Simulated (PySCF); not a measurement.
Si(Me)(OEt)2(H), SMILES [SiH](OCC)(OCC)C, GFN2-xTB optimised geometry. Atoms within 1.6 Å of the plane z = 0.8 Å (x, y, z in Å): Si1 (-1.44, -1.99, 0.00), C2 (-2.24, -2.78, 1.52), O3 (0.19, -1.99, 0.00), C4 (1.10, -1.49, 0.94), C5 (2.51, -1.56, 0.39), O6 (-2.09, -0.50, 0.00), C8 (-2.16, 1.88, -0.16), H11 (-1.79, -3.74, 1.73), H12 (-3.30, -2.93, 1.38), H13 (0.84, -0.45, 1.18), H14 (1.03, -2.07, 1.87), H15 (2.76, -2.60, 0.15), H16 (3.22, -1.18, 1.11), H17 (2.58, -0.98, -0.53), H20 (-1.60, 2.00, 0.77), H22 (-3.22, 1.87, 0.08).

Computed with PySCF with CAM-B3LYP/def2-SVP. Cells within 0.4 Å of a nucleus heavier than hydrogen are left out (blank, or x).

Map of the log10 of the electron density (e/bohr³), floored at −4 on the plane z = 0.8 Å:

```
|0000000000000000000000000000000|
|0000000000000000000000000000000|
|0000000000000000000000000000000|
|0000000000000000000000000000000|
|0000000000000000000000000000000|
|0000001122221000000000000000000|
|0000012333433210000000000000000|
|0001234445655320000000000000000|
|0002345567776531000000000000000|
|0002456678997531000000000000000|
|0012456778997531000000000000000|
|0002456677886531000000000000000|
|0001345556665421111100000000000|
|0000233455554322333321100000000|
|0000023556654333555432222110000|
|0000024677765435677654444321000|
|0000024678876445788765666542100|
|0000024678876556899877888653100|
|0000024567776667899999999764200|
|00001345677776788xxx99999753200|
|000124567787777899x999998653100|
|0002456788887778888888887642100|
|0013567889987777776667876532000|
|0013567888887666655456665421000|
|0013567778776544443334554320000|
|0002455666765432221123333200000|
|0001234455554321000001111000000|
|0000122334443210000000000000000|
|0000001122322100000000000000000|
|0000000001110000000000000000000|
|0000000000000000000000000000000|
```
Scale: ten equal steps from -4.00 (start of '0') to -0.548 (end of '9'), in the order '0123456789'; x runs from -5.50 to 5.50, y from -5.50 (bottom) to 5.50 (top).
